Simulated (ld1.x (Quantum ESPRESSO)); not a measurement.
## An all-electron radial function and its pseudo partner (Bi)

Columns: radius, all-electron u(r) and pseudo u(r) of the 6p shell (level -15.27 eV) of bismuth in the configuration [Xe] 4f14 5d10 6s2 6p1.5; PBEsol, scalar-relativistic, TM scheme, ld1.x (Quantum ESPRESSO) 7.5.

```json
{"r (bohr)": "0.118", "all-electron": "-0.1447", "pseudo": "0.0022"}
{"r (bohr)": "0.235", "all-electron": "0.1136", "pseudo": "0.0088"}
{"r (bohr)": "0.353", "all-electron": "0.1901", "pseudo": "0.0202"}
{"r (bohr)": "0.470", "all-electron": "-0.0146", "pseudo": "0.0365"}
{"r (bohr)": "0.588", "all-electron": "-0.2258", "pseudo": "0.0585"}
{"r (bohr)": "0.705", "all-electron": "-0.3256", "pseudo": "0.0863"}
{"r (bohr)": "0.822", "all-electron": "-0.3149", "pseudo": "0.1208"}
{"r (bohr)": "0.940", "all-electron": "-0.2267", "pseudo": "0.1628"}
{"r (bohr)": "1.058", "all-electron": "-0.0976", "pseudo": "0.2122"}
{"r (bohr)": "1.175", "all-electron": "0.0439", "pseudo": "0.2681"}
{"r (bohr)": "1.292", "all-electron": "0.1818", "pseudo": "0.3298"}
{"r (bohr)": "1.410", "all-electron": "0.3075", "pseudo": "0.3957"}
{"r (bohr)": "1.528", "all-electron": "0.4154", "pseudo": "0.4623"}
{"r (bohr)": "1.645", "all-electron": "0.5035", "pseudo": "0.5252"}
{"r (bohr)": "1.763", "all-electron": "0.5736", "pseudo": "0.5818"}
{"r (bohr)": "1.880", "all-electron": "0.6259", "pseudo": "0.6283"}
{"r (bohr)": "1.998", "all-electron": "0.6630", "pseudo": "0.6635"}
{"r (bohr)": "2.115", "all-electron": "0.6864", "pseudo": "0.6864"}
{"r (bohr)": "2.232", "all-electron": "0.6983", "pseudo": "0.6983"}
{"r (bohr)": "2.350", "all-electron": "0.7005", "pseudo": "0.7005"}
{"r (bohr)": "2.468", "all-electron": "0.6944", "pseudo": "0.6944"}
{"r (bohr)": "2.585", "all-electron": "0.6818", "pseudo": "0.6818"}
{"r (bohr)": "2.702", "all-electron": "0.6640", "pseudo": "0.6640"}
{"r (bohr)": "2.820", "all-electron": "0.6419", "pseudo": "0.6419"}
{"r (bohr)": "2.938", "all-electron": "0.6166", "pseudo": "0.6166"}
{"r (bohr)": "3.055", "all-electron": "0.5894", "pseudo": "0.5894"}
```

Q: How many radial nodes do the two functions have?

A: The all-electron 6p function has n − l − 1 = 4 (the table is too coarse to show those close to the nucleus); the pseudo-wave has 0, since the states of the same l below it are removed with the core.

Q: At about which radius was the pseudo-wave matched?

A: 2.35 bohr. The columns agree to 0.0005 from 2.00 bohr on; several derivatives are matched, so the curves merge somewhat inside the radius.

Q: Where does each function peak?

A: Outermost all-electron maximum near 2.35 bohr, pseudo maximum near 2.35 bohr (to the table’s step).

Q: Is the pseudo-wave norm-conserving?

A: Yes: the TM scheme keeps the norm inside the radius equal to the all-electron one, which fixes the energy derivative of the logarithmic derivative at the level.
